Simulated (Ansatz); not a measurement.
Stretching the Ge1–H3 bond in GeH4O (SMILES [OH][GeH3]) (multiplicity 1 held, fragments rigid). Energies count from the point at 1.542 Å.
Geometry at that point (charge 0, multiplicity 1):
```xyz
6

Ge    -0.32904     0.06812     0.07330
O      1.35706    -0.35716    -0.37169
H     -0.54454    -0.15512     1.58392
H     -1.18633    -0.88518    -0.76518
H     -0.60849     1.54276    -0.28109
H      2.01214     0.17482     0.09016
```

Unrestricted levels (U-) break spin symmetry where that is lower. Active spaces are followed from a long bond inwards. Levels need not reach the same state.

Frozen-core correlation. Filled d and f shells under p-block atoms count as core.

Run with Ansatz (Gaussian basis) for Hartree–Fock, density functionals and correlated methods. 

Problem. Give the energy at R = 4.935 Å at the level U-SCS-MP2/cc-pVDZ.

Solution. 85.0 kcal/mol

Problem. What is the computed energy at R = 4.935 Å (CASSCF(2,2)/cc-pVDZ)?

Solution. 79.6 kcal/mol

Problem. Give the energy at R = 4.935 Å at the level FIC-MRCISD+Q on CASSCF(2,2)/cc-pVDZ.

Solution. 85.7 kcal/mol

Doubts at one or more of the structures used: a spin-contaminated determinant (U-SCS-MP2/cc-pVDZ).

Ansatz is a quantum-chemistry and plane-wave program.
